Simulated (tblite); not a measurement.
Record of a relaxation.

C5H8BF3Si.
Atom-mapped SMILES: `[CH3:1]/[CH:2]=[C:3]1\[SiH2:4][C@@H:5]([B:6]([F:7])[F:8])[C@@H:9]1[F:10]` (hydrogens: H11, H12, H13 on C1; H14 on C2; H15, H16 on Si4; H17 on C5; H18 on C9)

Computed with GFN2-xTB (tblite), gas phase: L-BFGS steps from a force-field or distance-geometry start until the largest atomic force falls under 0.01 eV/Å. 11 of its 160 geometries are shown.

Step 0: E = -869.8167 eV, largest atomic force 3.919 eV/Å
```
atom  x, y, z in Å  |  force x, y, z in eV/Å
C1      2.898   -0.154    0.423   -0.087   0.101   0.159
C2      1.720    0.786    0.528    0.146   0.005   0.146
C3      0.526    0.435    0.089   -0.932  -0.385  -0.433
Si4    -0.254   -1.036   -0.760    2.810  -2.732   0.050
C5     -1.704    0.033   -0.647   -3.220   0.655   0.152
B6     -2.863   -0.585    0.255   -1.279   0.014   0.647
F7     -4.203   -0.678   -0.261    3.006  -0.146   1.627
F8     -2.573   -1.009    1.615   -1.070   0.927  -3.259
C9     -0.854    1.099    0.032    0.820   1.174   0.881
F10    -0.804    2.249   -0.736   -0.235  -0.030   0.388
H11     3.081   -0.387   -0.646   -0.055  -0.005   0.758
H12     3.789    0.322    0.860   -0.319  -0.306  -0.254
H13     2.672   -1.089    0.986    0.232   0.650  -0.573
H14     1.866    1.755    0.994    0.133  -0.043  -0.034
H15    -0.294   -2.204    0.143    0.018   0.031  -0.328
H16     0.255   -1.223   -2.106   -0.050  -0.225  -0.246
H17    -2.058    0.343   -1.658    0.035   0.066   0.908
H18    -1.208    1.349    1.058    0.047   0.250  -0.588
```

Step 16: E = -870.8538 eV, largest atomic force 0.109 eV/Å
```
atom  x, y, z in Å  |  force x, y, z in eV/Å
C1      2.876   -0.112    0.436    0.046  -0.008   0.000
C2      1.678    0.778    0.519    0.074  -0.001   0.018
C3      0.494    0.392    0.067    0.027  -0.037   0.016
Si4    -0.204   -1.143   -0.770    0.041   0.025   0.006
C5     -1.717    0.070   -0.604   -0.091   0.039   0.026
B6     -2.869   -0.516    0.244    0.026   0.003  -0.016
F7     -4.084   -0.774   -0.209    0.001  -0.060  -0.033
F8     -2.683   -0.904    1.500   -0.041   0.072   0.021
C9     -0.821    1.134    0.076   -0.023  -0.066  -0.024
F10    -0.784    2.295   -0.670    0.021   0.012   0.041
H11     3.079   -0.368   -0.602    0.028   0.011  -0.010
H12     3.757    0.356    0.862    0.009   0.041   0.012
H13     2.682   -1.044    0.964    0.011   0.002   0.013
H14     1.812    1.756    0.964   -0.011   0.002   0.001
H15    -0.231   -2.369    0.019   -0.055  -0.025   0.058
H16     0.220   -1.425   -2.138   -0.053   0.024  -0.092
H17    -2.058    0.449   -1.566   -0.024  -0.016  -0.011
H18    -1.155    1.432    1.077    0.016  -0.019  -0.026
```

Step 32: E = -870.9058 eV, largest atomic force 0.055 eV/Å
```
atom  x, y, z in Å  |  force x, y, z in eV/Å
C1      2.949   -0.073    0.447   -0.003  -0.002  -0.008
C2      1.690    0.728    0.495    0.018   0.006   0.014
C3      0.511    0.317    0.046    0.024  -0.039  -0.001
Si4    -0.269   -1.175   -0.807   -0.005  -0.004   0.004
C5     -1.731    0.097   -0.587   -0.037  -0.012   0.000
B6     -2.897   -0.485    0.232   -0.002   0.006  -0.009
F7     -3.962   -1.050   -0.317   -0.011  -0.024  -0.003
F8     -2.869   -0.587    1.555   -0.013   0.027  -0.003
C9     -0.786    1.094    0.106   -0.008  -0.010  -0.001
F10    -0.713    2.289   -0.580   -0.020   0.046  -0.015
H11     3.208   -0.318   -0.581   -0.004  -0.003   0.001
H12     3.775    0.472    0.897   -0.015  -0.008  -0.023
H13     2.816   -1.010    0.985    0.000  -0.003  -0.024
H14     1.757    1.715    0.938    0.024   0.007   0.021
H15    -0.343   -2.402   -0.015    0.005   0.004  -0.003
H16    -0.005   -1.450   -2.220    0.046   0.005   0.029
H17    -2.050    0.488   -1.551   -0.003  -0.005  -0.024
H18    -1.091    1.354    1.125    0.003   0.010   0.043
```

Step 48: E = -870.9146 eV, largest atomic force 0.098 eV/Å
```
atom  x, y, z in Å  |  force x, y, z in eV/Å
C1      2.947   -0.079    0.413    0.006  -0.008   0.005
C2      1.694    0.729    0.505    0.004   0.000  -0.008
C3      0.509    0.322    0.068   -0.009   0.006   0.008
Si4    -0.256   -1.173   -0.788    0.014  -0.007   0.011
C5     -1.728    0.091   -0.584   -0.005  -0.031   0.008
B6     -2.916   -0.472    0.221   -0.060  -0.016   0.007
F7     -3.910   -1.152   -0.337    0.045   0.028   0.026
F8     -2.989   -0.427    1.546    0.019  -0.003  -0.096
C9     -0.796    1.090    0.128   -0.029   0.008   0.018
F10    -0.737    2.299   -0.533    0.020   0.008  -0.020
H11     3.183   -0.305   -0.625   -0.014   0.011  -0.004
H12     3.786    0.450    0.854    0.005   0.008  -0.005
H13     2.823   -1.028    0.932   -0.018  -0.011  -0.005
H14     1.780    1.709    0.961    0.003   0.003  -0.014
H15    -0.359   -2.403   -0.007    0.011  -0.009   0.019
H16     0.102   -1.445   -2.179   -0.021   0.009  -0.011
H17    -2.031    0.475   -1.557    0.025  -0.004   0.014
H18    -1.113    1.326    1.149    0.004   0.007   0.049
```

Step 64: E = -870.9177 eV, largest atomic force 0.021 eV/Å
```
atom  x, y, z in Å  |  force x, y, z in eV/Å
C1      2.941   -0.081    0.393    0.007  -0.007  -0.004
C2      1.698    0.739    0.507    0.001  -0.004  -0.001
C3      0.505    0.324    0.099    0.004   0.005   0.006
Si4    -0.247   -1.180   -0.753   -0.011   0.009  -0.002
C5     -1.720    0.088   -0.577    0.012  -0.014   0.005
B6     -2.929   -0.468    0.199   -0.003   0.005  -0.014
F7     -3.892   -1.181   -0.366   -0.004   0.005  -0.019
F8     -3.041   -0.386    1.518    0.001  -0.007   0.005
C9     -0.801    1.088    0.152    0.000  -0.003   0.005
F10    -0.733    2.299   -0.507   -0.009  -0.001   0.012
H11     3.160   -0.289   -0.652    0.012   0.006  -0.010
H12     3.793    0.430    0.832   -0.005   0.008   0.005
H13     2.808   -1.038    0.893   -0.002  -0.008   0.000
H14     1.798    1.725    0.946    0.001   0.003  -0.009
H15    -0.333   -2.414    0.025   -0.007   0.018   0.007
H16     0.101   -1.437   -2.150    0.005  -0.019   0.000
H17    -1.988    0.469   -1.561   -0.009  -0.005   0.014
H18    -1.129    1.319    1.171    0.006   0.008   0.000
```

Step 80: E = -870.9271 eV, largest atomic force 0.077 eV/Å
```
atom  x, y, z in Å  |  force x, y, z in eV/Å
C1      2.960   -0.069    0.310   -0.028   0.034  -0.006
C2      1.734    0.774    0.457   -0.012  -0.025   0.006
C3      0.519    0.339    0.146   -0.047  -0.020   0.036
Si4    -0.248   -1.199   -0.630    0.037  -0.003   0.020
C5     -1.705    0.090   -0.531    0.044   0.030  -0.009
B6     -2.990   -0.462    0.113    0.021  -0.015   0.007
F7     -3.894   -1.137   -0.584   -0.009   0.022  -0.002
F8     -3.237   -0.448    1.415    0.032   0.029   0.007
C9     -0.803    1.076    0.234    0.023   0.032   0.007
F10    -0.770    2.315   -0.373   -0.001   0.029   0.023
H11     3.226   -0.166   -0.741    0.019   0.026  -0.013
H12     3.802    0.369    0.837   -0.005   0.002   0.014
H13     2.776   -1.070    0.695    0.002  -0.004  -0.024
H14     1.876    1.783    0.830   -0.039  -0.035  -0.018
H15    -0.343   -2.361    0.251   -0.030  -0.028   0.002
H16     0.107   -1.574   -1.998   -0.002  -0.006   0.002
H17    -1.889    0.490   -1.527   -0.015  -0.051  -0.056
H18    -1.129    1.256    1.265    0.011  -0.017   0.003
```

Step 95: E = -870.9641 eV, largest atomic force 0.108 eV/Å
```
atom  x, y, z in Å  |  force x, y, z in eV/Å
C1      2.978    0.008    0.111    0.004  -0.016   0.017
C2      1.747    0.807    0.352   -0.032  -0.037   0.072
C3      0.528    0.290    0.296   -0.015   0.006  -0.026
Si4    -0.266   -1.303   -0.335    0.080   0.002  -0.013
C5     -1.631    0.073   -0.494   -0.041   0.042  -0.091
B6     -3.034   -0.385   -0.074    0.010  -0.017  -0.008
F7     -3.869   -0.962   -0.927   -0.065   0.005   0.038
F8     -3.453   -0.397    1.181   -0.060  -0.002   0.047
C9     -0.799    1.004    0.400   -0.028  -0.022   0.023
F10    -0.782    2.312   -0.030    0.012  -0.040  -0.024
H11     3.408    0.270   -0.855    0.069   0.054   0.013
H12     3.716    0.216    0.882    0.049  -0.018  -0.029
H13     2.745   -1.056    0.103    0.003   0.029   0.005
H14     1.885    1.858    0.589   -0.007  -0.055  -0.040
H15    -0.546   -2.326    0.673    0.023   0.024  -0.026
H16     0.152   -1.875   -1.613   -0.006  -0.012   0.021
H17    -1.610    0.447   -1.517    0.019   0.010  -0.025
H18    -1.175    1.025    1.428   -0.015   0.048   0.044
```

Step 111: E = -870.9779 eV, largest atomic force 0.064 eV/Å
```
atom  x, y, z in Å  |  force x, y, z in eV/Å
C1      3.003    0.018    0.169    0.009   0.021  -0.004
C2      1.740    0.772    0.392   -0.008   0.021  -0.060
C3      0.524    0.261    0.253    0.010  -0.008   0.019
Si4    -0.274   -1.312   -0.414   -0.012   0.022   0.010
C5     -1.657    0.059   -0.530   -0.002  -0.001  -0.050
B6     -3.041   -0.381   -0.019    0.010  -0.012  -0.011
F7     -3.969   -0.925   -0.794    0.026   0.020  -0.005
F8     -3.362   -0.386    1.267   -0.017   0.011   0.034
C9     -0.797    0.993    0.340    0.000  -0.017   0.000
F10    -0.745    2.286   -0.134   -0.032  -0.012  -0.015
H11     3.455    0.341   -0.770    0.037   0.014   0.014
H12     3.713    0.231    0.967   -0.013  -0.048  -0.016
H13     2.817   -1.052    0.112   -0.023   0.016   0.016
H14     1.856    1.822    0.643   -0.023  -0.030   0.033
H15    -0.557   -2.352    0.572    0.023  -0.023   0.014
H16     0.143   -1.869   -1.698   -0.006   0.007  -0.015
H17    -1.683    0.441   -1.551    0.000  -0.019   0.005
H18    -1.176    1.058    1.365    0.021   0.040   0.032
```

Step 127: E = -870.9865 eV, largest atomic force 0.045 eV/Å
```
atom  x, y, z in Å  |  force x, y, z in eV/Å
C1      3.014    0.033    0.175    0.001   0.005  -0.007
C2      1.740    0.770    0.388    0.001   0.003   0.003
C3      0.531    0.251    0.226   -0.013   0.011  -0.001
Si4    -0.265   -1.329   -0.423   -0.006   0.011  -0.004
C5     -1.665    0.022   -0.515   -0.009   0.000  -0.007
B6     -3.059   -0.368    0.009   -0.012  -0.033   0.028
F7     -4.011   -0.872   -0.763    0.016  -0.006  -0.002
F8     -3.388   -0.339    1.294    0.019   0.011  -0.007
C9     -0.793    0.980    0.315   -0.005   0.007  -0.010
F10    -0.756    2.254   -0.213    0.003   0.012   0.009
H11     3.547    0.456   -0.676    0.010   0.023   0.009
H12     3.660    0.134    1.047   -0.022  -0.029  -0.013
H13     2.822   -1.019   -0.023   -0.006  -0.019   0.026
H14     1.838    1.810    0.680    0.011   0.009  -0.013
H15    -0.490   -2.378    0.569    0.003  -0.009   0.010
H16     0.122   -1.871   -1.723    0.001  -0.006  -0.008
H17    -1.708    0.380   -1.544    0.006   0.019   0.001
H18    -1.149    1.092    1.346    0.003  -0.008  -0.013
```

Step 143: E = -870.9913 eV, largest atomic force 0.029 eV/Å
```
atom  x, y, z in Å  |  force x, y, z in eV/Å
C1      3.001    0.010    0.218   -0.007   0.009  -0.025
C2      1.737    0.777    0.381   -0.001  -0.004   0.015
C3      0.526    0.278    0.175    0.001   0.001   0.022
Si4    -0.262   -1.305   -0.479   -0.001   0.007  -0.001
C5     -1.679    0.032   -0.535    0.002   0.025   0.000
B6     -3.037   -0.388    0.058   -0.002  -0.004   0.008
F7     -3.998   -0.958   -0.655    0.004  -0.006   0.014
F8     -3.309   -0.317    1.354   -0.013  -0.015  -0.014
C9     -0.798    1.006    0.267    0.018   0.011   0.005
F10    -0.775    2.275   -0.273    0.005  -0.021  -0.020
H11     3.606    0.458   -0.568    0.025   0.008  -0.001
H12     3.582    0.041    1.139   -0.016   0.002  -0.006
H13     2.790   -1.025   -0.043   -0.007  -0.007   0.007
H14     1.845    1.815    0.679    0.011  -0.009   0.004
H15    -0.441   -2.376    0.501   -0.014   0.013   0.003
H16     0.111   -1.832   -1.790   -0.003   0.013  -0.006
H17    -1.770    0.389   -1.561    0.005  -0.014   0.004
H18    -1.137    1.128    1.302   -0.008  -0.008  -0.007
```

Step 159: E = -870.9931 eV, largest atomic force 0.009 eV/Å
```
atom  x, y, z in Å  |  force x, y, z in eV/Å
C1      2.992   -0.004    0.237   -0.004   0.001  -0.001
C2      1.736    0.776    0.388   -0.006   0.003   0.003
C3      0.522    0.289    0.167    0.000   0.006   0.000
Si4    -0.264   -1.288   -0.504    0.000   0.000   0.001
C5     -1.688    0.042   -0.535   -0.001  -0.004  -0.005
B6     -3.021   -0.408    0.090   -0.004  -0.001  -0.005
F7     -3.973   -1.022   -0.599    0.003   0.001   0.004
F8     -3.276   -0.332    1.389    0.004  -0.001  -0.005
C9     -0.797    1.028    0.241   -0.003   0.004  -0.003
F10    -0.760    2.277   -0.341    0.004   0.003   0.000
H11     3.631    0.459   -0.515    0.003  -0.003   0.002
H12     3.543   -0.010    1.176    0.000   0.001  -0.004
H13     2.773   -1.028   -0.059    0.006  -0.005  -0.004
H14     1.853    1.810    0.695   -0.003  -0.001   0.005
H15    -0.442   -2.375    0.458    0.001   0.000   0.004
H16     0.106   -1.784   -1.828   -0.001   0.000   0.002
H17    -1.807    0.390   -1.561   -0.003  -0.001   0.005
H18    -1.137    1.186    1.271    0.005  -0.001   0.001
```

**Question.** Summarise the path.

**Answer.** The energy falls by 27.13 kcal/mol from step 0 to step 159; nine tenths of that is first reached at step 22. It falls at every step. The largest force goes from 3.919 to 0.009 eV/Å. Among the bonds Si4–C5 changes most, from 1.805 to 1.949 Å; the atoms move by 0.530 Å rms after alignment.

**Question.** Follow the three bonds and two angles with the largest change from start to end.

**Answer.** 
| step | E above end (kcal/mol) | largest force (eV/Å) | Si4–C5 (Å) | B6–F8 (Å) | B6–F7 (Å) | C3–Si4–H16 (°) | C2–C3–C9 (°) |
| --- | --- | --- | --- | --- | --- | --- | --- |
| 0 | 27.13 | 3.919 | 1.805 | 1.453 | 1.439 | 112.1 | 135.4 |
| 7 | 4.59 | 0.429 | 1.929 | 1.328 | 1.319 | 113.5 | 131.6 |
| 14 | 3.29 | 0.105 | 1.950 | 1.328 | 1.321 | 117.5 | 129.8 |
| 21 | 2.77 | 0.221 | 1.963 | 1.328 | 1.325 | 120.4 | 128.1 |
| 28 | 2.12 | 0.150 | 1.949 | 1.326 | 1.324 | 120.6 | 125.9 |
| 35 | 1.99 | 0.046 | 1.951 | 1.327 | 1.324 | 120.2 | 126.1 |
| 41 | 1.91 | 0.067 | 1.951 | 1.327 | 1.325 | 119.2 | 126.5 |
| 48 | 1.81 | 0.098 | 1.950 | 1.328 | 1.327 | 118.7 | 126.9 |
| 55 | 1.77 | 0.030 | 1.951 | 1.326 | 1.325 | 118.7 | 127.2 |
| 62 | 1.74 | 0.023 | 1.950 | 1.327 | 1.325 | 118.6 | 127.3 |
| 69 | 1.71 | 0.043 | 1.948 | 1.326 | 1.325 | 118.8 | 127.7 |
| 76 | 1.63 | 0.075 | 1.952 | 1.325 | 1.326 | 119.8 | 128.6 |
| 83 | 1.45 | 0.064 | 1.949 | 1.324 | 1.327 | 119.7 | 128.5 |
| 90 | 1.01 | 0.120 | 1.947 | 1.322 | 1.326 | 121.2 | 129.0 |
| 97 | 0.60 | 0.105 | 1.945 | 1.325 | 1.325 | 120.4 | 128.5 |
| 104 | 0.45 | 0.076 | 1.949 | 1.326 | 1.325 | 120.6 | 127.6 |
| 111 | 0.35 | 0.064 | 1.950 | 1.325 | 1.325 | 120.5 | 127.4 |
| 118 | 0.23 | 0.072 | 1.951 | 1.326 | 1.324 | 120.5 | 127.0 |
| 124 | 0.17 | 0.035 | 1.948 | 1.326 | 1.325 | 120.3 | 127.0 |
| 131 | 0.13 | 0.053 | 1.948 | 1.325 | 1.325 | 120.6 | 127.2 |
| 138 | 0.07 | 0.030 | 1.949 | 1.326 | 1.325 | 120.4 | 127.3 |
| 145 | 0.03 | 0.026 | 1.948 | 1.326 | 1.324 | 120.6 | 127.6 |
| 152 | 0.02 | 0.017 | 1.949 | 1.326 | 1.325 | 120.3 | 127.7 |
| 159 | 0.00 | 0.009 | 1.949 | 1.326 | 1.325 | 120.1 | 127.6 |

What follows is the cost of the whole relaxation. Time: 1.4 s. Hardware: an Arm Neoverse V1 with one thread, no GPU, on a shared host.
